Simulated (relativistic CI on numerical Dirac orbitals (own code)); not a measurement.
Hyperfine structure of Te XXXIV, mass number 123

Calculated at this level of theory: Dirac-Coulomb-Breit CI, KLI orbitals optimised for each configuration, QED by a radiative potential, unscaled Slater integrals (own radial code, finite nucleus).

Configurations in the expansion (outside the closed core [Ne]): 3s2 3p6 3d, 3s2 3p5 3d2, 3s 3p6 3d2, 3s2 3p6 4s, 3s2 3p6 4p, 3s2 3p6 4d, 3s2 3p5 3d 4s, 3s2 3p6 4f, 3s2 3p5 3d 4p, 3p6 3d3, 3p5 3d4, 3p5 3d3 4s. Double excitations out of closed p, d and f shells are left out; levels of such configurations are missing from the list, as are those of other unlisted configurations, and high levels can miss mixing partners. These lack a partner that the ground configuration has and come out too high: 3s2 3p5 3d 4p.

Nuclear spin I = 1/2, μ = -0.7358 μN (tables of Stone and Pyykkö). The electronic factors are computed for point nuclear moments, without core polarisation or the Bohr-Weisskopf and QED corrections.

| Level | E (cm⁻¹) | A (MHz) |
| --- | --- | --- |
| 3s2 3p6 3d 2D_3/2 | 0 | -43270 |
| 3s2 3p6 3d 2D_5/2 | 112511 | -18010 |
| 3s2 3p5 3d2 4D°_1/2 | 1247620 | -12530 |
| 3s2 3p5 3d2 4D°_3/2 | 1258102 | -46210 |
| 3s2 3p5 3d2 4G°_9/2 | 1381804 | -43920 |
| 3s2 3p5 3d2 4D°_7/2 | 1382646 | -32070 |
| 3s2 3p5 3d2 4P°_5/2 | 1418663 | -34630 |
| 3s2 3p5 3d2 4G°_11/2 | 1420856 | -39760 |

Levels with J = 0, under 50 % of one LS term, or S terms without an open s electron are left out. Small factors come from cancelling terms and can be off by tens of per cent or more.

At this charge energies of transitions that change n are usually good to better than 1 %, and those within a shell (Δn = 0) to a few per cent.

Task: Give the hyperfine levels of 3s2 3p6 3d 2D_3/2 relative to its centre of gravity.

Result: With K = F(F + 1) − I(I + 1) − J(J + 1), E = AK/2: F = 1: 54090, F = 2: -32460 MHz.

LS names give the leading component of a level, which can be under half, so a name can repeat, a term be missing and a line seem to break the LS rules.
